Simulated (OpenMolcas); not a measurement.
# Ir3+: moving or changing the point charges

Ir3+ among 4 point charges of -2.5 e arranged as a tetrahedron (Td), 1.99 Å from the ion.

```json
{
  "Program": "OpenMolcas",
  "Method": "SS-CASPT2, IPEA 0.25 Eh, imaginary shift 0.1 Eh (closed shells correlated: 4f 5s 5p)",
  "Basis": "ANO-RCC-VTZP [8s7p5d3f1g]",
  "Scalar Hamiltonian": "DKH2, point nucleus",
  "Active space": "6 electrons in 5 orbitals (5d)",
  "State averaging": "2S+1 = 5 even, 5 roots; 2S+1 = 3 even, 45 roots; 2S+1 = 1 even, 50 roots",
  "Spin-orbit coupling": "RASSI with atomic mean-field integrals over the reference wave functions"
}
```

Runs around this geometry, states (labels of Td). Energies in cm-1 above the lowest state or level, χT in cm3 K/mol.

```json
{"R (Å)": "1.99", "q (e)": "-1.25", "Ground state": "5E", "First state of that spin": "5T2 2600", "First gap with spin-orbit (degeneracies)": "170 (1, 3)", "χT at 300 K": "4.870", "First state of another spin": "3T1 15850"}
{"R (Å)": "1.88", "q (e)": "-2.5", "Ground state": "5E", "First state of that spin": "5T2 3310", "First gap with spin-orbit (degeneracies)": "260 (1, 3)", "χT at 300 K": "4.410", "First state of another spin": "3T1 13920"}
{"R (Å)": "1.99", "q (e)": "-2.5", "Ground state": "5E", "First state of that spin": "5T2 3360", "First gap with spin-orbit (degeneracies)": "240 (1, 3)", "χT at 300 K": "4.530", "First state of another spin": "3T1 14640"}
{"R (Å)": "2.12", "q (e)": "-2.5", "Ground state": "5E", "First state of that spin": "5T2 2930", "First gap with spin-orbit (degeneracies)": "200 (1, 3)", "χT at 300 K": "4.708", "First state of another spin": "3T1 15350"}
```

Scaling the charges by -1.25 / -2.5 = 0.50 scales the first state of the same spin by 2600 / 3360 = 0.77; with fixed orbitals a first-order splitting would follow the charge.

Roots that are degenerate in the reference are averaged as groups; the widest CASPT2 spread within a group is 350 cm-1 (the 3-fold group of multiplicity 3 near 41300 cm-1 above the lowest state of its run, R = 2.12, q = -2.5). Shifts and gaps below about the spread of the groups concerned are not significant. An orbital doublet at a regular site is open to a Jahn-Teller distortion, which this geometry leaves out. Point charges give a weaker field than real ligands, and real ions of this kind are as a rule low spin; the high spin found here belongs to the model. The ground term spreads over less than 5000 cm-1, several times less than with real ligands, so orbital moments are less quenched and χT lies further from the spin-only value than at real sites. Free-ion shares, where given, are those of the reference states; single-state CASPT2 does not remix them. Spin-orbit coupling mixes the spin-free states strongly: the lowest level takes only 61 % from its leading state, 5E (figures for R = 1.99, q = -1.25; the like holds for R = 1.88, q = -2.5, R = 1.99, q = -2.5, R = 2.12, q = -2.5). Point charges carry no covalency, so the field is a model and not that of real ligands. No measured value stands beside these numbers.
